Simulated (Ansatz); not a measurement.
Coupled-cluster run, AlFGeH₆Si (`[F][GeH]([AlH2])[SiH3]`).

```yaml
crystal:
  periodic: [false, false, false]
  atoms:
    - {symbol: F, position_ang: [-2.054958, 0.960821, -0.465317]}
    - {symbol: Ge, position_ang: [-0.444355, 0.273502, -0.692235]}
    - {symbol: Al, position_ang: [1.225252, 2.014869, -0.072769]}
    - {symbol: Si, position_ang: [-0.451966, -1.750302, 0.588102]}
    - {symbol: H, position_ang: [-0.406786, -0.107481, -2.193906]}
    - {symbol: H, position_ang: [2.763462, 1.672048, -0.259628]}
    - {symbol: H, position_ang: [0.758907, 3.405290, 0.522802]}
    - {symbol: H, position_ang: [-1.573528, -2.634017, 0.179280]}
    - {symbol: H, position_ang: [0.840633, -2.452298, 0.361253]}
    - {symbol: H, position_ang: [-0.573660, -1.433631, 2.035317]}
basis:
  gaussian: {orbitals: def2-TZVPP}
correlation: {method: ccsd_t}
```

```sh
$ ansatz run in.yaml --threads 4 --pin off --events-out ev --progress --plain --max-ram 10444MiB
```

Log, shortened:

```
Functional definition: HF
1476 factors; integrals over basis functions are off by at most 1.4e-3 eV
mean field evaluation 1: about -73719.1143 eV, gradient 3.2e1 eV
mean field evaluation 2: about -73719.2736 eV, gradient 3.2e1 eV
mean field evaluation 4: about -73722.0541 eV, gradient 3.3e0 eV
mean field evaluation 8: about -73722.1244 eV, gradient 2.6e-1 eV
mean field -73722.12463569 eV, -2709.2381097108 hartree, gradient 3.6e-6 eV, S^2 0.000000; 0 other end points of the search recorded, 0 dependent functions left out
20 core orbitals not correlated: weight in the atoms' cores, before any rotation towards them, 1.000 or more for the frozen orbitals, at most 0.000 for the correlated occupied ones
reference -73722.12463569 eV, -2709.2381097108 hartree; 17, 17 occupied and 210, 210 virtual orbitals, 1476 factors
second order -19.37246203 eV of doubles, -0.00000000 eV of singles
cycle   1  -19.86000344 eV  change   -4.9e-1 eV  update   1.2e-1
cycle   2  -20.50504168 eV  change   -6.5e-1 eV  update   3.7e-2
cycle   3  -20.64121018 eV  change   -1.4e-1 eV  update   2.0e-2
cycle   4  -20.62718291 eV  change    1.4e-2 eV  update   4.9e-3
cycle   5  -20.62466896 eV  change    2.5e-3 eV  update   2.2e-3
cycle   6  -20.62537271 eV  change   -7.0e-4 eV  update   6.6e-4
cycle   7  -20.62500810 eV  change    3.6e-4 eV  update   2.6e-4
cycle   8  -20.62488381 eV  change    1.2e-4 eV  update   1.0e-4
cycle   9  -20.62493291 eV  change   -4.9e-5 eV  update   4.5e-5
cycle  10  -20.62496035 eV  change   -2.7e-5 eV  update   1.8e-5
perturbative correction -0.66007612 eV, -0.0242573501 hartree
Total energy: -73743.40967217 eV, -2710.0203203737 hartree
```

It took 2.7 min on 4 threads of an Arm Neoverse V1 on a shared host, with 4.7 GiB of host memory at the peak.

MP2 recovers 91.0 % of the CCSD(T) correlation energy and the triples give 3.1 %; T1 = 0.0127.
